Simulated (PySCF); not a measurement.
Al(Cl)(Me)(NHMe) (C₂H₇AlClN), SMILES [NH](C)[Al]([Cl])[CH3].

Geometry optimised at B3LYP-D3(BJ)/def2-SVP. The structure was generated by enumeration; whether it is a known compound was not checked. Other conformers were not sampled.

Vertical ionisation energy (IE) and electron affinity (EA) in eV. Rows of orbital energies are one-electron estimates. Where ΔSCF, EOM or ADC give a negative EA the extra electron is unbound and the value depends on the basis.

| level | IE | EA |
|---|---|---|
| −ε(HOMO), −ε(LUMO), r2SCAN/def2-TZVP (PySCF) | 5.84 | 0.38 |
| −ε(HOMO), −ε(LUMO), PBE/def2-TZVP (PySCF) | 5.59 | 0.80 |
